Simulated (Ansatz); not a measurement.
`CC[Si]O` + CH₄ → `C[Si]O` + ethane  (formal exchange of groups at the Si–C bond)

Calculated with Ansatz (gas phase, PBE0-D4/def2-TZVP geometries, no zero-point term in ΔE). CCSD(T)/CBS is the MP2 limit (def2-TZVPP, def2-QZVPP) plus CCSD(T) − MP2 in def2-TZVPP, frozen cores. This one scheme is used for every species. Functionals use def2-TZVPP. One conformer a species, not always the lowest.

`CC[Si]O`:

```xyz
10

C     0.490    0.691   -0.528
C    -0.866    0.049   -0.280
Si   -1.028   -1.345    1.023
O     0.525   -1.493    1.572
H     1.229   -0.042   -0.866
H     0.449    1.469   -1.294
H     0.884    1.165    0.378
H    -1.613    0.804    0.008
H    -1.274   -0.377   -1.210
H     1.203   -0.920    1.197
```

CH₄:

Cartesian coordinates in Å:
```
C 0.000 0.000 0.000
H -0.678 -0.841 0.147
H 0.236 0.450 0.964
H -0.476 0.742 -0.640
H 0.918 -0.351 -0.471
```

`C[Si]O`:

```xyz
7

C    -0.324   -0.674    0.384
Si    0.820    0.791    0.805
O     0.846    1.580   -0.651
H    -1.304   -0.310    0.050
H    -0.482   -1.339    1.236
H     0.102   -1.267   -0.436
H     0.342    1.220   -1.388
```

`CC`:

Cartesian coordinates in Å:
```
C -0.284 -0.422 -0.564
C 0.284 0.422 0.564
H 0.434 -1.174 -0.899
H -1.189 -0.948 -0.251
H -0.544 0.192 -1.429
H -0.434 1.174 0.899
H 1.189 0.948 0.251
H 0.544 -0.192 1.429
```

| level | ΔE (kJ/mol) |
| --- | --- |
| r2SCANh-D4 | -1.0 |
| ωB97X-V | -2.3 |
| revPBE | -5.6 |
| SCS-MP2/def2-QZVPP | -2.7 |

Problem. What does CCSD(T)/CBS give? (Best estimate.)

Solution. Ansatz gave: -1.4 kJ/mol. The listed levels differ from it by 0.4, -0.9, -4.2, -1.3 kJ/mol.

Largest T1 diagnostic among the species: 0.014.

The D4 term adds +5.1 kJ/mol with B3LYP and +2.9 kJ/mol with PBE0; it sums over pairs of atoms, weighted by their polarisabilities, and B3LYP, whose exchange is more repulsive, gets the larger term. In def2-TZVPP, CCSD(T) changes the Hartree–Fock value by +9.4 kJ/mol (the triples alone add +1.9 kJ/mol) and MP2 by +10.6 kJ/mol.

B3LYP here is the variant with VWN-RPA as its local correlation; programs differ in this.
